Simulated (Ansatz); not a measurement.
Consider the ligand exchange at the Si–S bond: `Cl[SiH2]S[SiH](Cl)Cl` + `S[SiH2]Cl` → `Cl[SiH2]S[SiH2]Cl` + `S[SiH](Cl)Cl`.

Calculated with Ansatz (gas phase, PBE0-D4/def2-TZVP geometries, no zero-point term in ΔE). CBS: MP2 limit from def2 TZ/QZ plus the TZ coupled-cluster correction, frozen cores. Functionals use def2-TZVPP. B3LYP here is the variant with VWN-RPA as its local correlation; programs differ in this. Each species was taken in one conformer, which may not be the lowest.

```json
{"level": "PBE-D4", "ΔE (kJ/mol)": "-0.1", "difference from CCSD(T)/CBS": "1.8"}
{"level": "r2SCAN-D4", "ΔE (kJ/mol)": "-1.6", "difference from CCSD(T)/CBS": "0.3"}
{"level": "PBE0-D4", "ΔE (kJ/mol)": "-0.8", "difference from CCSD(T)/CBS": "1.1"}
{"level": "B3LYP-D4", "ΔE (kJ/mol)": "0.1", "difference from CCSD(T)/CBS": "2.0"}
{"level": "ωB97X-V", "ΔE (kJ/mol)": "-1.6", "difference from CCSD(T)/CBS": "0.3"}
{"level": "ωB97M-V", "ΔE (kJ/mol)": "-1.7", "difference from CCSD(T)/CBS": "0.2"}
{"level": "B2PLYP", "ΔE (kJ/mol)": "-1.7", "difference from CCSD(T)/CBS": "0.2"}
{"level": "PBE", "ΔE (kJ/mol)": "-1.2", "difference from CCSD(T)/CBS": "0.7"}
{"level": "r2SCAN", "ΔE (kJ/mol)": "-2.2", "difference from CCSD(T)/CBS": "-0.3"}
{"level": "PBE0", "ΔE (kJ/mol)": "-2.0", "difference from CCSD(T)/CBS": "-0.1"}
{"level": "B3LYP", "ΔE (kJ/mol)": "-1.5", "difference from CCSD(T)/CBS": "0.4"}
{"level": "HF/def2-TZVPP", "ΔE (kJ/mol)": "-3.2", "difference from CCSD(T)/CBS": "-1.3"}
{"level": "MP2/def2-TZVPP", "ΔE (kJ/mol)": "-1.9", "difference from CCSD(T)/CBS": "0.0"}
{"level": "SCS-MP2/def2-TZVPP", "ΔE (kJ/mol)": "-2.1", "difference from CCSD(T)/CBS": "-0.2"}
{"level": "CCSD/def2-TZVPP", "ΔE (kJ/mol)": "-2.3", "difference from CCSD(T)/CBS": "-0.4"}
{"level": "CCSD(T)/def2-TZVPP", "ΔE (kJ/mol)": "-1.9", "difference from CCSD(T)/CBS": "0.0"}
{"level": "HF/def2-QZVPP", "ΔE (kJ/mol)": "-3.2", "difference from CCSD(T)/CBS": "-1.3"}
{"level": "MP2/def2-QZVPP", "ΔE (kJ/mol)": "-1.9", "difference from CCSD(T)/CBS": "0.0"}
{"level": "SCS-MP2/def2-QZVPP", "ΔE (kJ/mol)": "-2.1", "difference from CCSD(T)/CBS": "-0.2"}
{"level": "HF/CBS(def2)", "ΔE (kJ/mol)": "-3.2", "difference from CCSD(T)/CBS": "-1.3"}
{"level": "MP2/CBS(def2)", "ΔE (kJ/mol)": "-1.9", "difference from CCSD(T)/CBS": "0.0"}
{"level": "CCSD/CBS(def2)", "ΔE (kJ/mol)": "-2.3", "difference from CCSD(T)/CBS": "-0.4"}
{"level": "CCSD(T)/CBS", "ΔE (kJ/mol)": "-1.9", "difference from CCSD(T)/CBS": "0"}
```

Largest T1 diagnostic among the species: 0.010.
